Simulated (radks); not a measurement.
The nuclear charge of neutral erbium is varied continuously with 68 electrons held in [Xe] 4f12 6s2. Calculated with a radial shooting solver on a logarithmic mesh with Libxc functionals: scalar-relativistic Kohn-Sham, BLYP, spin-polarised, spherical densities, finite nucleus; open shells are filled with parallel spins first (spin-orbit coupling, left out, can overturn this in heavy ions); Fermi nuclear charge, rms radius 5.2516 fm. By the Hellmann-Feynman theorem dE/dZ = E(electron-nucleus)/Z, the electronic potential at the nucleus (averaged over a nucleus of fixed radius). The scalar-relativistic energy here is not variational (the density holds large components alone), so the two differ by a part that grows with Z.

\begin{tabular}{lrrrrr}
Z & E (hartree) & E(electron-nucleus)/Z (hartree) & HOMO & e(HOMO) (eV) & <r> HOMO (bohr) \\ \hline
68 & -13085.9263 & -472.243 & 4f & -2.130 & 0.8487 \\
68.2 & -13181.1993 & -474.328 & 4f & -4.781 & 0.8254 \\
68.4 & -13276.8957 & -476.411 & 6s & -6.266 & 3.693 \\
68.6 & -13373.0154 & -478.493 & 6s & -7.672 & 3.562 \\
68.8 & -13469.5581 & -480.574 & 6s & -9.150 & 3.445 \\
69 & -13566.5241 & -482.655 & 6s & -10.696 & 3.340 \\
\end{tabular}

 No converged solution with all levels bound was reached at Z = 67.8.
